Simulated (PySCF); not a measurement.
TPSS on Tc⁻ (technetium, charge -1), [Kr] 4d6 5s2, high-spin 5D determinant. All numbers are calculated (PySCF 2.14, scalar relativity through the core potential, in aug-cc-pVTZ-PP with ECP28MDF (6s6p5d3f2g, 88 functions)).

```
cycle= 1 E= -80.4320644926085  delta_E= -0.0213  |g|= 0.0716  |ddm|= 1.39
cycle= 2 E= -80.4285772192196  delta_E= 0.00349  |g|= 0.109  |ddm|= 0.324
cycle= 3 E= -80.4335950380654  delta_E= -0.00502  |g|= 0.0291  |ddm|= 0.202
cycle= 4 E= -80.4342212708692  delta_E= -0.000626  |g|= 0.00462  |ddm|= 0.117
cycle= 5 E= -80.4342459446835  delta_E= -2.47e-05  |g|= 0.00118  |ddm|= 0.0153
cycle= 6 E= -80.4342476302932  delta_E= -1.69e-06  |g|= 0.000159  |ddm|= 0.00644
cycle= 7 E= -80.4342477540493  delta_E= -1.24e-07  |g|= 4.57e-05  |ddm|= 0.00136
cycle= 8 E= -80.4342477666088  delta_E= -1.26e-08  |g|= 1.03e-05  |ddm|= 0.000525
cycle= 9 E= -80.434247766772  delta_E= -1.63e-10  |g|= 1.56e-06  |ddm|= 8.62e-05
converged SCF energy = -80.434247766772  <S^2> = 6.0725054  2S+1 = 5.0289185
```

Highest occupied orbital energy: 1.984 eV; ⟨L²⟩ = 6.06; populations by l: s 4.00, p 6.00, d 6.00, f 0.00.

(1) Can this result be used?

## Answers

(1) With care. Self-consistency was reached. Energies and moments cover only the electrons outside the core potential. ⟨S²⟩ = 6.07 against 6.00 shows spin contamination. At TPSS the highest occupied level has a positive energy, so only the finite basis holds that electron; in a semilocal or global hybrid functional this comes from self-interaction and does not mean that the real anion is unbound.
